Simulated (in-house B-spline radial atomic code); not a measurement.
**RPA and G0W0 on PBE0: Si⁷⁺**

Configuration [He] 2s2 2p3, highest spin, mean-field start PBE0. Computed with an all-electron radial atomic-structure program (B-spline basis): all electrons, non-relativistic, point nucleus, each spin shell either full or empty, empty states to l = 9 with an (l + 1/2)⁻⁴ tail; G0W0 by contour deformation at full frequency.

Command:
```bash
python run_gw.py task.json out
```
Settings (radii: box in bohr, nucleus in fm):
```
Z                        14
electrons                7
configuration            [He] 2s2 2p3
hamiltonian              nr
method                   pbe0
lmax                     9
spin_polarised           True
box_radius               8.41
intervals                46
```

Time taken, with all properties: 1.2 s on 1 thread of Arm Neoverse N1 (shared host).

Energies (hartree):

```tsv
term	value
mean-field total	-262.72873
Hartree-Fock functional on these orbitals	-262.63226
direct second order	-0.41505
second-order exchange	0.19953
SOSEX correction	0.18209
```

Question: What is the RPA correlation energy, and what remains with SOSEX?

Answer: RPA gives -0.37745 hartree (-1.47 eV per electron); RPA + SOSEX gives -0.19535, and the second-order doubles -0.21552 hartree (no singles). SOSEX takes back 48 % of the RPA value.

Quasi-particle levels (eV):

```json
{"level": "2p up", "occupied": "yes", "mean field": "-287.47", "Σx - vxc": "-18.01", "Σc": "?", "QP weight": "?", "G0W0": "?"}
{"level": "2s down", "occupied": "yes", "mean field": "-309.06", "Σx - vxc": "-10.87", "Σc": "-3.10", "QP weight": "0.976", "G0W0": "-323.03"}
{"level": "1s down", "occupied": "yes", "mean field": "-2019.86", "Σx - vxc": "-65.90", "Σc": "15.35", "QP weight": "0.911", "G0W0": "-2070.41"}
{"level": "2p down", "occupied": "no", "mean field": "-260.78", "Σx - vxc": "18.50", "Σc": "-4.11", "QP weight": "0.982", "G0W0": "-246.39"}
```

G0W0 = mean field + (Σx - vxc) + Σc, with Σc (partial-wave tail included) taken at the quasi-particle energy. Levels of low weight are left out.

Question: Where does G0W0 put 2p up?

Answer: At -303.85 eV, with Σc = 1.64 eV and a quasi-particle weight of 0.976. The tabulated removal energy is 303.59 ± 0.05 eV (NIST, semi-empirical); the calculation leaves out relativity, Breit and QED terms, and what these don't explain is the method's own error.
